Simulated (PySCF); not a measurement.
C₂H₆BBrO.

```xyz
11

B      0.6238     0.6378    -0.1251
Br    -0.8682    -0.2708     0.7793
C      0.9711     0.3157    -1.6190
C      0.8662    -1.1494    -2.0598
H      1.9768     0.7205    -1.8272
H      0.2770     0.9323    -2.2251
H     -0.1474    -1.5448    -1.8938
H      1.5624    -1.7900    -1.4947
H      1.1033    -1.2652    -3.1290
O      1.3108     1.5660     0.5661
H      0.9855     1.7103     1.4652
```
Charge 0, spin multiplicity 1.

Geometry: B3LYP-D3(BJ)/def2-SVP. The values are those of a single conformer.

Calculation: PBE0/pcSseg-1 run with PySCF. Non-relativistic, no solvent.

Computed absolute GIAO shielding of each atom: isotropic value and principal components (ppm):
```tsv
atom	σ(iso)	σ11	σ22	σ33	span
B1	51.5	19.4	57.5	77.7	58.3
Br2	2372.8	1861.1	2455.0	2802.2	941.1
C3	167.5	156.4	166.4	179.7	23.3
C4	172.6	161.4	173.2	183.3	21.9
H5	30.0	25.0	29.1	36.0	11.0
H6	30.3	26.8	28.2	36.0	9.3
H7	29.9	24.7	30.8	34.2	9.6
H8	30.4	26.6	28.2	36.5	9.9
H9	30.1	25.1	27.4	37.8	12.6
O10	130.9	-5.0	172.4	225.1	230.1
H11	25.6	19.8	24.3	32.7	12.9
```
